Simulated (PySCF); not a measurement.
## Al(2+): ionisation energy

Al(2+) [Ne] 3s1 (2S) → Al(3+) [Ne] (1S), as a difference of total energies. Calculation: PySCF 2.14, in dyall-av3z; scalar relativity by spin-free X2C-1e. The calculations carry no spin-orbit coupling.

```csv
method,ionisation energy (eV)
UHF,28.089
LDA,28.870
PBE,28.872
PBE0,28.734
r2SCAN,28.430
BHandHLYP,28.864
TPSSh,28.525
wB97M-V,28.582
TPSS,28.553
```

For comparison: 28.448 eV (measured; NIST Atomic Spectra Database, ionization energies).
